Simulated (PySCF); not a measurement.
## Kr⁺ (krypton, charge +1) across methods

[Ar] 3d10 4s1 4p5 5s1, high-spin 4P determinant (an excited configuration). Calculation: PySCF 2.14, in x2c-QZVPPall with one added diffuse shell each of s, p, d, f type (12s9p6d5f1g, 113 functions); the spin-free X2C one-electron Hamiltonian (Gaussian nucleus).

| method | E (hartree) | mean ε 4p α (eV) | mean ε 4p β (eV) | mean ε 5s α (eV) | Σ⟨r²⟩ (bohr²) | ⟨S²⟩ |
| --- | --- | --- | --- | --- | --- | --- |
| r2SCAN | -2788.511 | -25.818 | -23.296 | -8.010 | 42.92 | 3.755 |
| CAM-B3LYP | -2788.687 | -28.579 | -26.009 | -9.560 | 44.16 | 3.752 |
| UHF | -2786.68782 | -31.820 | -26.586 | -9.928 | 45.08 | 3.757 |
| PBE0 | -2788.231 | -27.099 | -24.357 | -8.651 | 43.53 | 3.753 |
| LDA | -2784.676 | -25.476 | -23.517 | -8.304 | 43.75 | 3.751 |
| MN15 | -2790.443 | -27.820 | -25.219 | -8.967 | 43.35 | 3.752 |
| PBE | -2788.192 | -25.244 | -23.183 | -8.071 | 43.32 | 3.752 |
| M06-L | -2788.414 | -25.990 | -23.278 | -7.939 | 44.25 | 3.754 |

⟨L²⟩ = 3.44 against 2 for a pure P term, so this real determinant mixes terms. The outer electron is Rydberg-like, and this basis confines it to a smaller radius and binds it less than a complete one would.
